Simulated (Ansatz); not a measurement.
Geometry optimisation, RKS PBE-D4/6-31G* in Ansatz 0.2.0.

input.yaml

```yaml
crystal:
  periodic: [false, false, false]
  atoms:
    - { symbol: C, position_ang: [-1.3028, -0.334, 0.4062] }
    - { symbol: C, position_ang: [-0.0121, 0.0871, 1.0069] }
    - { symbol: O, position_ang: [0.8519, -0.9439, 0.9585] }
    - { symbol: B, position_ang: [1.283, 0.1758, 0.0107] }
    - { symbol: "N", position_ang: [1.6269, 0.5885, -1.3999] }
    - { symbol: H, position_ang: [-1.8665, 0.6458, 0.0438] }
    - { symbol: H, position_ang: [-1.2116, -0.9849, -0.4607] }
    - { symbol: H, position_ang: [-1.9415, -0.7607, 1.1606] }
    - { symbol: H, position_ang: [0.0446, 0.6923, 1.9913] }
    - { symbol: H, position_ang: [1.8106, -0.2768, -1.9005] }
    - { symbol: H, position_ang: [0.7829, 1.0538, -1.7964] }
basis:
  gaussian: { orbitals: "6-31G*" }
hamiltonian:
  xc: pbe
  dispersion: d4
relax:
  f_tol: 0.015
  max_steps: 40
```

Command:

```bash
$ ansatz run input.yaml --threads 1 --pin off --max-ram 2048MiB --backend cpu --events-out ev --progress --plain --runs-dir out
```

**Question.** Where does it end, and by what steps?

**Answer.** The forces met the threshold. After 9 steps the energy has fallen by 2.159 eV; H11 moved furthest, 0.75 Å.

```json
{"step": "0", "energy less start (eV)": "0.0000", "largest force component (eV/Å)": "5.678", "accepted": "yes"}
{"step": "1", "energy less start (eV)": "-1.4067", "largest force component (eV/Å)": "2.315", "accepted": "yes"}
{"step": "2", "energy less start (eV)": "-1.9366", "largest force component (eV/Å)": "1.425", "accepted": "yes"}
{"step": "3", "energy less start (eV)": "-2.0909", "largest force component (eV/Å)": "0.521", "accepted": "yes"}
{"step": "4", "energy less start (eV)": "-2.1386", "largest force component (eV/Å)": "0.295", "accepted": "yes"}
{"step": "5", "energy less start (eV)": "-2.1303", "largest force component (eV/Å)": "0.593", "accepted": "no"}
{"step": "6", "energy less start (eV)": "-2.1563", "largest force component (eV/Å)": "0.236", "accepted": "yes"}
{"step": "7", "energy less start (eV)": "-2.1588", "largest force component (eV/Å)": "0.031", "accepted": "yes"}
{"step": "8", "energy less start (eV)": "-2.1589", "largest force component (eV/Å)": "0.018", "accepted": "yes"}
{"step": "9", "energy less start (eV)": "-2.1589", "largest force component (eV/Å)": "0.004", "accepted": "yes"}
```

```xyz
11
Properties=species:S:1:pos:R:3
C -1.556 -0.329 0.615
C -0.140 0.174 0.772
O 0.932 -0.923 0.659
B 0.953 0.067 -0.284
N 1.685 0.417 -1.421
H -2.250 0.529 0.540
H -1.672 -0.939 -0.296
H -1.872 -0.939 1.481
H 0.025 0.772 1.682
H 2.471 -0.135 -1.759
H 1.490 1.249 -1.968
```

Whether the end is a true minimum wasn't checked by a vibrational analysis.

Run time: 55 s on 1 thread of Arm Neoverse N1 (shared host), peak memory 0.15 GiB.
